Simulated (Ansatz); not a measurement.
The cluster K3S2. Charge 0, multiplicity 2. Geometry r2SCAN-D4/def2-SVP.

```xyz
5

K     0.874   -1.148   -1.577
K    -2.099    0.189    0.448
K     2.562    2.039    2.348
S     0.778    0.686    0.707
S    -2.116   -1.765   -1.925
```

LC-ωPBE has ω = 0.4 bohr⁻¹. Another isomer (doublet) lies 0.50 eV lower at PBE0-D4/def2-TZVP; other spin states weren't run for this one.

Q: Estimate the α-spin orbital energies around the gap (eV) in Ansatz with HF/STO-3G, LDA (SPW92)/def2-TZVP, PBE-D4/def2-SVP, PBE0-D4/def2-SVP, LC-ωPBE/def2-TZVP.

A: 
```
orbital  HF/STO-3G  LDA (SPW92)/def2-TZVP  PBE-D4/def2-SVP  PBE0-D4/def2-SVP  LC-ωPBE/def2-TZVP
 HOMO−9     -22.68                 -17.11           -17.23            -19.18             -22.00
 HOMO−8     -22.66                 -17.05           -17.18            -19.12             -21.94
 HOMO−7     -19.14                 -13.48           -13.39            -15.77             -19.24
 HOMO−6     -16.65                 -12.74           -12.41            -14.01             -17.20
 HOMO−5      -5.88                  -4.40            -4.38             -5.87              -8.76
 HOMO−4      -4.59                  -3.93            -3.63             -4.85              -7.61
 HOMO−3      -4.35                  -3.82            -3.62             -4.80              -7.60
 HOMO−2      -3.01                  -3.61            -3.31             -4.10              -6.53
 HOMO−1      -2.67                  -3.55            -3.23             -3.91              -6.32
   HOMO      -2.55                  -3.48            -3.06             -3.67              -6.12
   LUMO       5.05                  -1.71            -1.70             -1.15              -0.03
 LUMO+1       6.35                  -0.73            -0.76             -0.26               0.82
 LUMO+2       6.78                  -0.43            -0.52             -0.10               0.83
 LUMO+3       9.96                   0.07             0.12              0.72               1.97
 LUMO+4      10.04                   0.10             0.16              0.73               1.99
 LUMO+5      10.46                   0.38             0.38              0.79               2.17
 β HOMO      -1.85                  -3.34            -2.98             -3.66              -6.12
 β LUMO       4.83                  -3.24            -2.70             -1.52              -0.03
```
